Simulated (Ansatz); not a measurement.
```xyz
17

C    -0.8371    2.0487    1.4809
C    -0.3364    1.1000    0.4494
C    -0.2474   -0.2656    0.7165
C     0.1980   -1.1993   -0.2183
C     0.2535   -2.6482    0.1167
O     0.5789   -0.8942   -1.3991
Al    0.6716    0.7629   -2.0899
F    -0.3566    0.8963   -3.3716
Cl    2.6731    1.3181   -2.4006
O    -0.0069    1.6271   -0.6669
H    -1.1126    1.5487    2.4070
H    -1.6999    2.5862    1.0800
H    -0.0633    2.7943    1.6805
H    -0.5492   -0.6188    1.6913
H    -0.0881   -2.8543    1.1288
H     1.2810   -3.0000   -0.0048
H    -0.3584   -3.2018   -0.5998
```

Total charge 0; spin multiplicity 1.

Task: List the CAM-B3LYP/def2-TZVPP orbital energies in eV (Ansatz). (Estimate.)

Result: Computed: Occupied: -2763.27, -1526.75, -671.84, -523.59, -523.59, -282.47, -282.47, -279.59, -279.59, -279.36, -258.06, -197.07, -196.99, -196.99, -114.69, -75.36, -75.31, -75.30, -32.62, -32.13, -31.58, -24.85, -23.70, -23.48, -22.45, -19.17, -18.43, -16.99, -16.32, -15.42, -14.73, -14.64, -14.33, -13.78, -13.53, -13.27, -13.15, -12.69, -12.41, -12.23, -11.98, -11.32, -10.56, -9.99, -9.99, -9.19. Lowest empty: -1.34, 1.35, 1.99, 2.18, 2.46, 2.51, 3.25, 3.39.
